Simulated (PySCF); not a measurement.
C3H3N2, SMILES [c]1ccn[nH]1, multiplicity 2.

The structure is a stationary point at B3LYP-D3(BJ)/def2-SVP. The isomer is the one that the SMILES or the coordinates give; other isomers of the formula were not compared.

Computed with SMD-M06-2X/6-31G* run with PySCF.

Solvation free energies are E(SMD) − E(gas) at the gas-phase geometry, for 1 M in both phases. In vacuum the dipole moment is 1.47 D.

Computed solvation free energies in water, methanol, ethanol:
```
solvent   ΔG(solv) (kcal/mol)  its non-electrostatic (CDS) part  dipole (D)
--------  -------------------  --------------------------------  ----------
water                    -4.5                               3.1        1.90
methanol                 -5.3                               2.1        1.89
ethanol                  -5.5                               1.8        1.88
```
